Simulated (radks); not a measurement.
Ta+, configuration [Xe] 4f14 5d3 6s1. Method: scalar-relativistic Kohn-Sham, r2SCAN, spin-polarised, spherical densities, finite nucleus; open shells are filled with parallel spins first (spin-orbit coupling, left out, can overturn this in heavy ions); meta-GGA in the generalised Kohn-Sham scheme; Fermi nuclear charge, rms radius 5.3507 fm; computed with a radial shooting solver on a logarithmic mesh with Libxc functionals.

Local quantities along the radius. ELF = 1/(1 + alpha^2) is the electron localisation function; alpha = (tau - tau_W)/tau_unif compares the Pauli kinetic energy density with that of the uniform gas (summed over spins). tau is taken from the large components.

```
   r/bohr * ELF (the largest magnitude, 0.999, reaches the edge; | marks zero)
 0.001467 |                                                      *
 0.001988 |                                                      *
 0.002673 |                                                      *
 0.003623 |                                                      *
  0.00491 |                                                      *
 0.006654 |                                                      *
 0.009018 |                                                     *
  0.01222 |                                                  *
  0.01656 |                                       *
  0.02245 |                     *
  0.03018 |                  *
   0.0409 |                               *
  0.05543 |                                        *
  0.07513 |                                *
   0.1018 |                  *
    0.138 |                              *
    0.187 |                                       *
   0.2535 |                  *
   0.3408 |                     *
   0.4618 |                                      *
   0.6259 |                             *
   0.8483 |                  *
     1.15 |                             *
    1.558 |                            *
    2.112 |                  *
    2.862 |                     *
    3.848 |                   *
    5.214 |     *
    7.067 *
```

On this mesh the ELF has minima near r = 0.026, 0.10, 0.29, 0.85, 2.1 bohr, which separate the shells, and maxima near 0.055 (0.74), 0.19 (0.72), 0.46 (0.71), 1.3 (0.59), 3.3 (0.42).
